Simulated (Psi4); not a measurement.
## Predicting a hybrid from its neighbours: GeH2

The species is GeH2 (3 atoms), meant as a singlet with charge 0. As SMILES, `[GeH2]`. Geometry: relaxed at PBE0-D4/def2-TZVP.

The HOMO–LUMO gap y, in eV, basis def2-TZVPPD; a is the functional's share of exact exchange. Programs: Psi4 1.11.

| functional | program | a | y (eV) |
| --- | --- | --- | --- |
| revPBE | Psi4 | 0 | 2.01 |
| r2SCAN | Psi4 | 0 | 2.36 |
| B3LYP | Psi4 | 0.2 | ? |
| PBE0 | Psi4 | 0.25 | 3.86 |
| BHLYP | Psi4 | 0.5 | 5.70 |

Question: Fit y = c + s·a to the known rows and predict B3LYP.

Answer: 
1. Means of the 4 rows: a = 0.1875, y = 3.482.
2. Σ(Δa)² = 0.17188, Σ(Δa·Δy) = 1.2031, so the slope is 1.2031/0.17188 = 6.9997.
3. Intercept: 3.482 − (6.9997) × 0.1875 = 2.170. The largest residual of the fit is 0.19.
4. B3LYP: 2.170 + (6.9997) × 0.2 = 3.57 eV.

The run gave 3.45 eV, so the prediction is off by +0.12 eV, within the largest residual. Exact exchange lowers occupied levels and raises empty ones. The rows mix families of semi-local functionals, which the line can't see.
